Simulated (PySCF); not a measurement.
# SeCl: input and log

State: ²Π (doublet), unpaired electrons π ↑.

An equivalent input (the run itself took its basis sets from the Basis Set Exchange, started from a PBE0 density and held the occupation σ 12α 12β, πx 6α 5β, πy 6α 6β, δx 1α 1β, δy 1α 1β):

```python
from pyscf import gto, scf, cc
mol = gto.M(atom='Se 0 0 0; Cl 0 0 2.126', basis={'Se': 'def2-TZVPP', 'Cl': 'def2-TZVPP'},
            charge=0, spin=1, verbose=4, symmetry='C2v')
mf = scf.UHF(mol)
mf.irrep_nelec = {'A1': (13, 13), 'A2': (1, 1), 'B1': (6, 5), 'B2': (6, 6)}
mf.conv_tol = 1e-9
mf.max_cycle = 60
mf.diis_space = 10
mf.kernel()
mycc = cc.CCSD(mf, frozen=[[0, 1, 2, 3, 4, 5, 6, 7, 8, 9, 10, 11, 12, 13, 89], [0, 1, 2, 3, 4, 5, 6, 7, 8, 9, 10, 11, 12, 13, 89]])
mycc.run(conv_tol=1e-7, conv_tol_normt=1e-5, max_cycle=80, diis_space=8)
et = mycc.ccsd_t()
```

The SCF ended at -2859.34544328 hartree. The coupled-cluster part of the log:

```
******** <class 'pyscf.cc.uccsd.UCCSD'> ********
CC2 = 0
CCSD nocc = (12, 11), nmo = (75, 75)
frozen orbitals [[0, 1, 2, 3, 4, 5, 6, 7, 8, 9, 10, 11, 12, 13, 89], [0, 1, 2, 3, 4, 5, 6, 7, 8, 9, 10, 11, 12, 13, 89]]
max_cycle = 80
direct = 0
conv_tol = 1e-07
conv_tol_normt = 1e-05
diis_space = 8
diis_start_cycle = 0
diis_start_energy_diff = 1e+09
Init t2, MP2 energy = -0.426836607961839
Init E_corr(UCCSD) = -0.426836608032248
cycle = 1  E_corr(UCCSD) = -0.437387950235567  dE = -0.0105513422  norm(t1,t2) = 0.0751651
cycle = 2  E_corr(UCCSD) = -0.448118229613394  dE = -0.0107302794  norm(t1,t2) = 0.0233916
cycle = 3  E_corr(UCCSD) = -0.449146204962783  dE = -0.00102797535  norm(t1,t2) = 0.0150467
cycle = 4  E_corr(UCCSD) = -0.450887219780687  dE = -0.00174101482  norm(t1,t2) = 0.00786321
cycle = 5  E_corr(UCCSD) = -0.450842116216346  dE = 4.51035643e-05  norm(t1,t2) = 0.00443172
cycle = 6  E_corr(UCCSD) = -0.450635930719676  dE = 0.000206185497  norm(t1,t2) = 0.00148133
cycle = 7  E_corr(UCCSD) = -0.450719514421206  dE = -8.35837015e-05  norm(t1,t2) = 0.000564846
cycle = 8  E_corr(UCCSD) = -0.450720855139553  dE = -1.34071835e-06  norm(t1,t2) = 0.000129867
cycle = 9  E_corr(UCCSD) = -0.450715658282766  dE = 5.19685679e-06  norm(t1,t2) = 4.00484e-05
cycle = 10  E_corr(UCCSD) = -0.450716211898752  dE = -5.53615986e-07  norm(t1,t2) = 1.3504e-05
cycle = 11  E_corr(UCCSD) = -0.450716303120197  dE = -9.1221445e-08  norm(t1,t2) = 5.53873e-06
UCCSD converged
E(UCCSD) = -2859.796159585963  E_corr = -0.4507163031201972
UCCSD(T) correction = -0.018302694960221
```

T1 diagnostic 0.014, D1 0.078, 23 electrons correlated, 1 of the virtual orbitals (those above 20 hartree) left out.

Repeating this along the bond gives Re = 2.137 Å and ωe = 444 cm⁻¹.

A point of this curve took 120 CPU seconds beside 0.59 for the integrals, on Arm Neoverse V1 (shared host).

Correlated steps freeze 14 core orbitals. Spin–orbit coupling is left out. The state was picked by a PBE0 search and need not be the measured ground state.
